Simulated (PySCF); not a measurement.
BBr₂, SMILES Br[B+]Br, charge +1. Atoms are numbered in the order given.

```xyz
3

B      0.0000     0.0000     0.0000
Br     0.0000     0.0000    -1.7650
Br     0.0000     0.0000     1.7650
```
Charge +1, spin multiplicity 1.

Geometry optimised at TPSSh-D3(BJ)/def2-TZVP.

Two levels are set side by side: PBE/pcSseg-2 (PySCF) and PBE0/pcSseg-2 (PySCF). GIAO shifts against BF3 (¹¹B) at the same level; non-relativistic, no solvent, atoms listed together averaged. Without spin–orbit terms, shifts of atoms bonded to Cl or Br come out too high at both levels. Differences are taken from unrounded values.

| quantity | PBE0 |
|---|---|
| δ(¹¹B) of B1 (ppm) | 50.1 |

**Question.** What does PBE give, and how far is it from PBE0? (An estimate is asked for; the answer gives what the named calculation found.)

**Answer.** 
```csv
quantity,PBE,PBE minus PBE0
δ(¹¹B) of B1 (ppm),44.8,-5.3
```

Rough cost on one machine, each run with all the roots and properties that it gave: PBE0 against PBE within a factor of 2.
